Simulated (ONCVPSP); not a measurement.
Which change was made? (P, ONCV)

- Element: phosphorus (P)
- Generator: ONCVPSP 4.0.1
- Type: optimised norm-conserving Vanderbilt (ONCV)
- Functional: PBEsol
- Relativity: scalar-relativistic
- Frozen core: [Ne]
- Valence charge: 5
- Reference configuration: 3s2 3p3
- Partial waves: 3s: rc 1.15 bohr, ncon 3, nbas 7, qcut 7 1/bohr, 1 projector; 3p: rc 1.65 bohr, ncon 5, nbas 8, qcut 5.5 1/bohr, 2 projectors, debl 2.6 Ha
- Local potential: polynomial inside 0.75 bohr (lpopt 5, dvloc0 0 Ha)
- Core correction: polynomial model core, fcfact 0.25

Cutoffs, loose and tight: the cutoffs (Ha) at which the residual kinetic energy of the hardest occupied pseudo-wave falls to 1 and 0.1 mHa per electron. They do not see the model core or the augmentation charge, which bear on the density cutoff. Test errors are all-electron minus pseudo excitation energies from the reference, over the configurations 3s2 3p2; 3s2 3p1; 3s2 3p0; 3s0 3p5; variants that change the core or the reference have their own tests.

The base gives: outcome: generated; cutoff, loose: 23 Ha; cutoff, tight: 95 Ha; bound ghosts: s; GHOST(+) flags above zero: none; largest test error (meV): -17.

(1) After one change the result is: outcome: generated; cutoff, loose: 23 Ha; cutoff, tight: 95 Ha; bound ghosts: none; GHOST(+) flags above zero: none; largest test error (meV): +116. Which change was it?
A. local potential polynomial inside 1.00 bohr (lpopt 5, dvloc0 2 Ha)
B. s: rc 0.76
C. all radii but the core radius scaled by about 1.29 (s 1.48, p 2.12 bohr); local potential polynomial inside 0.96 bohr (lpopt 5, dvloc0 0 Ha)

Results:

(1) A. The others give: s: rc 0.76 → outcome: failed: ERROR pspot: first pseudo wave function has node, program will stop | all radii but the core radius scaled by about 1.29 (s 1.48, p 2.12 bohr); local potential polynomial inside 0.96 bohr (lpopt 5, dvloc0 0 Ha) → outcome: generated; cutoff, loose: 12 Ha; cutoff, tight: 14 Ha; bound ghosts: none; GHOST(+) flags above zero: s; largest test error (meV): +108.
